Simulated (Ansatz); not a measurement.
Geometry optimisation, RKS PBE0/def2-SVP (Ansatz).

Input:

```yaml
crystal:
  periodic: [false, false, false]
  atoms:
    - { symbol: F, position_ang: [0.87113, -1.39179, 1.05736] }
    - { symbol: B, position_ang: [0.56522, -1.49107, -0.19719] }
    - { symbol: S, position_ang: [-0.23767, -0.07667, -0.98817] }
    - { symbol: S, position_ang: [-0.36885, 1.31867, 0.6003] }
    - { symbol: H, position_ang: [0.77931, -2.44061, -0.83534] }
    - { symbol: H, position_ang: [-1.67388, 1.66653, 0.44085] }
    - { symbol: H, position_ang: [0.06474, 2.41493, -0.07781] }
total_charge: 1
basis:
  gaussian: { orbitals: def2-SVP }
hamiltonian:
  xc: pbe0
relax:
  f_tol: 0.015
  max_steps: 40
```

Launched with:

```bash
$ ansatz run input.yaml --threads 1 --pin off --max-ram 2048MiB --backend cpu --events-out ev --progress --plain --runs-dir out
```

Question: Where does it end, and by what steps?

Answer: The forces met the threshold. After 6 steps the energy has fallen by 0.065 eV; S3 moved furthest, 0.06 Å.

```json
{"step": "0", "energy less start (eV)": "0.0000", "largest force component (eV/Å)": "1.002", "accepted": "yes"}
{"step": "1", "energy less start (eV)": "-0.0472", "largest force component (eV/Å)": "0.250", "accepted": "yes"}
{"step": "2", "energy less start (eV)": "-0.0624", "largest force component (eV/Å)": "0.225", "accepted": "yes"}
{"step": "3", "energy less start (eV)": "-0.0635", "largest force component (eV/Å)": "0.182", "accepted": "yes"}
{"step": "4", "energy less start (eV)": "-0.0649", "largest force component (eV/Å)": "0.127", "accepted": "yes"}
{"step": "5", "energy less start (eV)": "-0.0653", "largest force component (eV/Å)": "0.031", "accepted": "yes"}
{"step": "6", "energy less start (eV)": "-0.0653", "largest force component (eV/Å)": "0.005", "accepted": "yes"}
```

```xyz
7
Properties=species:S:1:pos:R:3
F 0.878 -1.360 1.092
B 0.569 -1.476 -0.164
S -0.260 -0.077 -1.039
S -0.373 1.286 0.568
H 0.770 -2.434 -0.858
H -1.682 1.657 0.456
H 0.098 2.405 -0.055
```

Whether the end is a true minimum wasn't checked by a vibrational analysis.

Run time: 25 s on 1 thread of Intel(R) Xeon(R) Processor @ 2.70GHz, with other jobs on the host, peak memory 0.16 GiB.
